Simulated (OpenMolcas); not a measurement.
Sn: thermal populations, Slater's ratio, worked from levels

```json
{
 "Program": "OpenMolcas 26.06",
 "Basis": "ANO-R3 [8s7p5d3f2g1h]",
 "Scalar Hamiltonian": "X2C, finite nucleus",
 "Active space": "4 electrons in 4 orbitals (5s 5p)",
 "State averaging": "2S+1 = 3 even, 3 roots; 2S+1 = 1 even, 6 roots; 2S+1 = 5 odd, 1 root; 2S+1 = 3 odd, 5 roots",
 "Spin-orbit coupling": "RASSI with atomic mean-field integrals over the reference wave functions, term energies averaged over their components"
}
```

Methods: CASSCF; SS-CASPT2, IPEA 0.25 Eh, imaginary shift 0.1 Eh (closed shells correlated: 4d). Measured levels: NIST Handbook of Basic Atomic Spectroscopic Data.

**Thermal populations.** Z = Σ (2J + 1) exp(-E/kT) with k = 0.695035 cm-1/K, over the levels below. No other level of either list lies under 34600 cm-1, which is above 7 kT at each temperature.

```csv
Level,2J + 1,SS-CASPT2,measured
5s2 5p2 3P0,1,0.0,0.0
5s2 5p2 3P1,3,1459,1692
5s2 5p2 3P2,5,3020,3428
5s2 5p2 1D2,5,8080,8613
5s2 5p2 1S0,1,17210,17162
```

| T (K) | Z, SS-CASPT2 | Z, measured levels | Ground level (%), SS-CASPT2 | Ground level (%), measured levels |
| --- | --- | --- | --- | --- |
| 2000 | 2.635 | 2.323 | 38.0 | 43.0 |
| 3000 | 3.769 | 3.379 | 26.5 | 29.6 |
| 5000 | 5.564 | 5.135 | 18.0 | 19.5 |

At 5000 K, kT = 3475 cm-1, and the computed levels give Z = 1.000 + 1.971 + 2.097 + 0.489 + 0.007 = 5.564.

**Slater's ratio.** With one set of orbitals, p2 has 1D - 3P = 6 F2 and 1S - 1D = 9 F2 (F2 = F²/25), a ratio of 3/2. Term energies are centres of gravity, weighted by 2J + 1.

```tsv
Source	1D - 3P	1S - 3P	F2 from the first	Ratio
CASSCF	8212	15235	1369	0.855
SS-CASPT2	5909	15039	985	1.545
measured	6145	14694	1024	1.391
```

Energies in cm-1. A ratio away from 3/2 shows effects beyond one configuration with one set of orbitals, and in heavier atoms second-order spin-orbit shifts. In CASSCF the valence s occupation is 1.91 in 1S against 1.98 in 1D: mixing out of s² acts most on 1S and pulls it down.

Term energies are means over components that CASPT2 splits; among the terms shown or strongly mixed into the levels shown the widest spread is 17 cm-1 (5s2 5p2 1D, SS-CASPT2). Over all roots computed the reference weight is 0.84 to 0.93 in SS-CASPT2; the roots of lowest weight are the least certain, and an intruder state may touch them. Measured partners are found by configuration, term and J. A level has none where our copy of the source lacks it or the pairing is in doubt (some pairs that miss far off the trend of their configuration count as doubtful), and it then counts in no deviation. Levels of configurations outside the active space are missing.
